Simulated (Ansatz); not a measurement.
Consider the ligand exchange at the Si–O bond: `O[SiH2][SiH](O)O` + HCl → `O[SiH](O)[SiH2]Cl` + H₂O.

Gas-phase electronic energies from Ansatz, PBE0-D4/def2-TZVP geometries. CCSD(T)/CBS adds triple-zeta CCSD(T) − MP2 to the extrapolated MP2 energy (def2 sets, frozen cores). This one scheme is used for every species. Functionals use def2-TZVPP. One conformer a species, not always the lowest.

Q: Is it downhill or uphill in electronic energy at CCSD(T)/CBS, and by how much? (An estimate is asked.)

A: The calculation gave: Downhill: ΔE = -4.0 kcal/mol.

Q: What do these levels give: PBE-D4, ωB97M-V, B2PLYP, MP2/def2-QZVPP, MP2/CBS(def2), CCSD/CBS(def2)? (An estimate is asked.)

A: The calculation gave: PBE-D4 -4.5, ωB97M-V -3.4, B2PLYP -2.6, MP2/def2-QZVPP -4.3, MP2/CBS(def2) -4.9, CCSD/CBS(def2) -3.8 kcal/mol.

Largest T1 diagnostic among the species: 0.012.

The D4 term adds −0.8 kcal/mol with B3LYP and −0.5 kcal/mol with PBE0; it sums over pairs of atoms, weighted by their polarisabilities, and B3LYP, whose exchange is more repulsive, gets the larger term.

B3LYP here is the variant with VWN-RPA as its local correlation; programs differ in this.
